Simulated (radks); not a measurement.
Task: These are the eigenvalues of the occupied orbitals of an atom or ion with whole-number occupations (hartree). Calculated with a radial shooting solver on a logarithmic mesh with Libxc functionals: scalar-relativistic Kohn-Sham, r2SCAN, spin-polarised, spherical densities, finite nucleus; meta-GGA in the generalised Kohn-Sham scheme; Fermi nuclear charge, rms radius of each element as measured or else 0.836 A^(1/3) + 0.57 fm.

1s up: -523.1596
1s down: -523.1435
2s up: -70.55187
2s down: -70.54874
2p up: -62.47753
2p down: -62.46547
3s up: -11.42723
3s down: -11.41373
3p up: -8.82427
3p down: -8.80771
3d up: -4.53309
3d down: -4.51102
4s up: -2.27260
4s down: -2.09156
4p up: -1.66882

Which element is it, and in what charge state? The configuration may be excited. Open shells, if any, are filled with parallel spins first.

Result: Z = 36, krypton, charge +3: Kr3+ in [Ar] 3d10 4s2 4p3. The list shows which subshells hold electrons but not how many an open one holds; the 1s level, -523.16 hartree, gives Z - s = 32.3 by -(Z - s)^2/2, which with screening and relativity narrows Z to a few neighbours, and the depths of the outer levels then fix element, charge and occupations together.
